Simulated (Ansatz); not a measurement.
The pair A = NH3 (SMILES N) (first 4 atoms), B = ClH3Si (SMILES [SiH3]Cl); geometry from B3LYP-D3(BJ)/def2-TZVP.
(charge 0, multiplicity 1):
```tsv
atom	x (Å)	y (Å)	z (Å)
N	-0.0938	-0.0748	0.3117
H	-0.3093	0.8987	0.4935
H	0.5287	-0.1116	-0.4873
H	-0.9614	-0.5283	0.0487
Si	0.4322	-1.0370	3.2046
Cl	-1.3224	0.0647	3.3659
H	0.7146	-1.5119	4.5791
H	1.5363	-0.1711	2.7619
H	0.2206	-2.2017	2.3308
```

Correlated levels freeze the cores. MP2 and its Hartree–Fock in aug-cc-pV(Q+d)Z, aug-cc-pV(T+d)Z are density fitted.

Programs: Ansatz (Gaussian basis) for Hartree–Fock, density functionals and correlated methods. 

The counterpoise-corrected interaction energy is E(AB) − E(A in the pair's basis) − E(B in the pair's basis). Total energies (hartree):

```json
[
 {"level": "HF/aug-cc-pV(T+d)Z", "AB": "-806.4836750", "A in the pair's basis": "-56.2202786", "B in the pair's basis": "-750.2624028"},
 {"level": "MP2/aug-cc-pV(T+d)Z", "AB": "-807.0554250", "A in the pair's basis": "-56.4606771", "B in the pair's basis": "-750.5892805"},
 {"level": "HF/aug-cc-pV(Q+d)Z", "AB": "-806.4940526", "A in the pair's basis": "-56.2238962", "B in the pair's basis": "-750.2691054"},
 {"level": "MP2/aug-cc-pV(Q+d)Z", "AB": "-807.1051640", "A in the pair's basis": "-56.4777624", "B in the pair's basis": "-750.6215767"},
 {"level": "MP2/aug-cc-pV(D+d)Z", "AB": "-806.9064871", "A in the pair's basis": "-56.4057337", "B in the pair's basis": "-750.4959902"},
 {"level": "CCSD(T)/aug-cc-pV(D+d)Z", "AB": "-806.9715059", "A in the pair's basis": "-56.4262249", "B in the pair's basis": "-750.5407720"}
]
```

Question: Work out the counterpoise-corrected interaction energy at the basis-set limit: extrapolate the MP2 correlation part as X⁻³, take Hartree–Fock from the larger set, and add the CCSD(T) − MP2 difference of aug-cc-pV(D+d)Z.

Answer: 
1. Differences (1 hartree = 627.509 kcal/mol): HF/aug-cc-pV(T+d)Z -0.624; MP2/aug-cc-pV(T+d)Z -3.431; HF/aug-cc-pV(Q+d)Z -0.659; MP2/aug-cc-pV(Q+d)Z -3.655; MP2/aug-cc-pV(D+d)Z -2.989; CCSD(T)/aug-cc-pV(D+d)Z -2.830.
2. Correlation parts, MP2 less HF: -2.807 in aug-cc-pV(T+d)Z (X = 3), -2.996 in aug-cc-pV(Q+d)Z (X = 4).
3. Limit (4³·(-2.996) − 3³·(-2.807))/(4³ − 3³) = -3.133; with HF/aug-cc-pV(Q+d)Z it gives -3.793.
4. CCSD(T) less MP2 in aug-cc-pV(D+d)Z: 0.159.
Result: -3.63 kcal/mol, against -3.43 at MP2/aug-cc-pV(T+d)Z. It is an estimate of this method's limit, not of the exact value.

Ansatz is an electronic-structure program.
